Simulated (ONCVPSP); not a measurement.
# Fe (Z = 26): one change to an ONCV potential, before and after

iron (Fe), optimised norm-conserving Vanderbilt (ONCV), made with ONCVPSP 4.0.1 (PW91, fully relativistic). Core [Ar], reference 3d6 4s2. Waves: 4s: rc 2.10 bohr, ncon 4, nbas 8, qcut 3.1 1/bohr, 2 projectors, debl 2 Ha; p scattering state at 0.06 Ha: rc 2.00 bohr, ncon 4, nbas 7, qcut 3.8 1/bohr, 2 projectors, debl 0.7 Ha; 3d: rc 1.10 bohr, ncon 5, nbas 10, qcut 14.5 1/bohr, 2 projectors, debl 0.4 Ha; f scattering state at 0.04 Ha: rc 2.10 bohr, ncon 3, nbas 6, qcut 4.6 1/bohr, 2 projectors, debl 0.4 Ha. Local part: polynomial inside 1.00 bohr (lpopt 4, dvloc0 2 Ha). Core correction: Teter function, fcfact 4, rcfact 1.3.

Open shells are filled in proportion to 2j + 1.

All-electron outer shells of the reference configuration (PW91, scalar-relativistic, ld1.x):

| shell | level (eV) | outermost node (bohr) | outermost maximum (bohr) |
| --- | --- | --- | --- |
| 3p | -60.09 | 0.30 | 0.72 |
| 3d | -7.58 | – | 0.71 |
| 4s | -5.35 | 1.00 | 2.41 |

Change: local potential polynomial inside 1.00 bohr (lpopt 4, dvloc0 0.5 Ha).

Cutoffs: the cutoffs (Ha) at which the residual kinetic energy of the hardest occupied pseudo-wave falls to 1 and 0.1 mHa per electron; they do not see the model core or the augmentation charge, which bear on the density cutoff. Errors are all-electron minus pseudo energies relative to the spin-unpolarised reference configuration.

Task: What does the change do?

Result: The potential gets neither clearly harder nor softer (82 Ha and 93 Ha → 82 Ha and 93 Ha); both files keep a bound ghost (p); the lowest positive-energy flag moves from s at 20.3 eV to s at 0.5 eV; the number of tests with a reliable result goes from 4 to 0.

```csv
quantity,base,changed
"cutoff, loose",82 Ha,82 Ha
"cutoff, tight",93 Ha,93 Ha
bound ghosts,"p3/2, p1/2","p3/2, p1/2"
GHOST(+) flags under 300 eV,s at 20.3 eV,s at 0.5 eV
tests with a reliable result,4 of 4,0 of 4
s: phases at 2.13 bohr within 0.05 rad from the reference energy up to (Ha; the scan ends near 5),0.7,0.0
p3/2: phases at 2.03 bohr within 0.05 rad from the reference energy up to (Ha; the scan ends near 5),4.4,4.5
p1/2: phases at 2.03 bohr within 0.05 rad from the reference energy up to (Ha; the scan ends near 5),4.4,4.4
d5/2: phases at 1.12 bohr within 0.05 rad from the reference energy up to (Ha; the scan ends near 5),to the end of the scan,to the end of the scan
d3/2: phases at 1.12 bohr within 0.05 rad from the reference energy up to (Ha; the scan ends near 5),to the end of the scan,to the end of the scan
f7/2: phases at 2.13 bohr within 0.05 rad from the reference energy up to (Ha; the scan ends near 5),2.8,2.5
f5/2: phases at 2.13 bohr within 0.05 rad from the reference energy up to (Ha; the scan ends near 5),2.8,2.5
"rms error of d²Exc/dni dnj with the model core, mHa",8.90,8.90
```

 A true bound ghost makes a file unfit for plane-wave use even where its test errors are small: the radial tests pick states by their node count and pass the ghost by.
